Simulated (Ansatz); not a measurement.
`S[CH]1[O][Al]1[Cl]`, 7 atoms. Total charge 0; spin multiplicity 1. All runs use 2 threads of an Arm Neoverse V1 on a shared host. Correlated methods freeze the cores.

(1) How many basis functions does each run have, and how long does it take in Ansatz? RKS PBE0-D4/def2-TZVP relaxation (8 steps); RKS PBE0-D4/def2-TZVP frequencies; RKS B3LYP-D4/def2-TZVPP energy and forces; RHF-CCSD(T)/def2-SVP energy; RKS CAM-B3LYP-D4/def2-TZVPP energy; RHF-CCSD(T)/def2-TZVPP energy; RKS ωB97M-V/def2-QZVPP energy; direct RPA on PBE orbitals/def2-TZVPP energy; RKS PBE0-D4/def2-SVP energy; RHF-MP2/def2-QZVPP energy; RKS B2PLYP (frozen core)/def2-TZVPP energy; RKS ωB97M-V/def2-SVP energy. (Estimate.)

## Answers

(1) Computed: Other jobs shared the machine, so times are rough.

```json
{"level": "RKS PBE0-D4/def2-SVP", "job": "energy", "functions": "92", "wall time": "1.9 s", "peak host memory (GiB)": "0.4"}
{"level": "RHF-CCSD(T)/def2-SVP", "job": "energy", "functions": "92", "wall time": "4.4 s", "peak host memory (GiB)": "0.4"}
{"level": "RKS CAM-B3LYP-D4/def2-TZVPP", "job": "energy", "functions": "216", "wall time": "7 s", "peak host memory (GiB)": "0.6"}
{"level": "direct RPA on PBE orbitals/def2-TZVPP", "job": "energy", "functions": "216", "wall time": "7.5 s", "peak host memory (GiB)": "0.41"}
{"level": "RKS ωB97M-V/def2-SVP", "job": "energy", "functions": "92", "wall time": "8.5 s", "peak host memory (GiB)": "0.4"}
{"level": "RKS B3LYP-D4/def2-TZVPP", "job": "energy and forces", "functions": "216", "wall time": "8.5 s", "peak host memory (GiB)": "0.6"}
{"level": "RKS B2PLYP (frozen core)/def2-TZVPP", "job": "energy", "functions": "216", "wall time": "8.5 s", "peak host memory (GiB)": "0.51"}
{"level": "RHF-MP2/def2-QZVPP", "job": "energy", "functions": "384", "wall time": "30 s", "peak host memory (GiB)": "1.7"}
{"level": "RKS ωB97M-V/def2-QZVPP", "job": "energy", "functions": "384", "wall time": "33 s", "peak host memory (GiB)": "1.4"}
{"level": "RKS PBE0-D4/def2-TZVP", "job": "relaxation (8 steps)", "functions": "185", "wall time": "58 s", "peak host memory (GiB)": "0.48"}
{"level": "RHF-CCSD(T)/def2-TZVPP", "job": "energy", "functions": "216", "wall time": "2.2 min", "peak host memory (GiB)": "2.9"}
{"level": "RKS PBE0-D4/def2-TZVP", "job": "frequencies", "functions": "185", "wall time": "3.1 min", "peak host memory (GiB)": "0.48"}
```

B3LYP here is the variant with VWN-RPA as its local correlation; programs differ in this.
